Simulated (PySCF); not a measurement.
Geometry (Å), atoms numbered from 1 in this order:
```xyz
21

C    -1.8303    0.4526    1.6830
Si   -1.2161    0.5480   -0.1104
C    -2.4176   -0.2567   -1.3304
N     0.2826   -0.3938   -0.2021
N     0.1134   -1.7192   -0.3263
C     1.3196   -2.2338   -0.3138
F     1.5126   -3.5478   -0.4209
C     2.3082   -1.2524   -0.1774
C     1.5985   -0.0683   -0.1043
Si    2.2712    1.6666    0.0905
H    -2.7725    0.9771    1.8064
H    -1.9858   -0.5809    1.9811
H    -1.1143    0.8896    2.3736
H    -0.8135    1.9095   -0.4893
H    -2.4994   -1.3213   -1.1323
H    -3.4080    0.1812   -1.2560
H    -2.0787   -0.1412   -2.3556
H     3.3678   -1.3930   -0.1409
H     1.9869    2.4441   -1.1185
H     3.7162    1.5531    0.2875
H     1.6504    2.3035    1.2557
```

No solvent, non-relativistic, one conformer, equivalent nuclei averaged. NMR shieldings at PBE0/pcSseg-1/GIAO; geometry from GFN2-xTB; PySCF 2.14.0 with density-fitted response routines.

Chemical shifts δ = σref − σ; $^{13}$C (σ = 186.93 ppm) and $^{1}$H (σ = 31.72 ppm) and $^{29}$Si (σ = 349.16 ppm) against TMS; $^{15}$N (σ = 267.73 ppm) against NH3; CFCl3 for $^{19}$F (σ = 170.95 ppm), all at this level.

```csv
atoms,nucleus,count,δ (ppm)
C1/C3,$^{13}$C,2,-0.8
C9,$^{13}$C,1,142.3
N5,$^{15}$N,1,330.5
H11/H12/H13/H15/H16/H17,$^{1}$H,6,?
Si10,$^{29}$Si,1,-87.4
H14,$^{1}$H,1,5.46
Si2,$^{29}$Si,1,-3.0
H18,$^{1}$H,1,?
C6,$^{13}$C,1,177.4
C8,$^{13}$C,1,?
F7,$^{19}$F,1,-141.5
N4,$^{15}$N,1,?
H19/H20/H21,$^{1}$H,3,4.53
```

Complete the table.

## Answers


- C8: 109.3 ppm, aromatic CH
- H18: 6.23 ppm, hydrogen on an aromatic CH; the ring current deshields protons in the ring plane
- H11/H12/H13/H15/H16/H17: 0.54 ppm, hydrogen on a methyl carbon bonded to Si; an electropositive neighbour shields it, as in TMS itself
- N4: 227.6 ppm, pyrrole-type ring nitrogen

Shifts are as computed. Against solution values, carbons near 30 ppm lie about +3 ppm off and those near 130 ppm about +5 ppm. Of 1211 compounds with measured shifts, 218 miss one by over three times the rms of a fit or turn the order of signals round; such compounds aren't used in these exercises. Unscaled 19F shifts against computed CFCl3 carry errors that often reach 10 to 50 ppm. Experimental scales use liquid or dissolved standards, which lie at an offset from isolated NH3 (liquid NH3: subtract about 20 ppm). Unscaled 15N shifts of sp2 nitrogen come out 20 to 40 ppm too high even then.
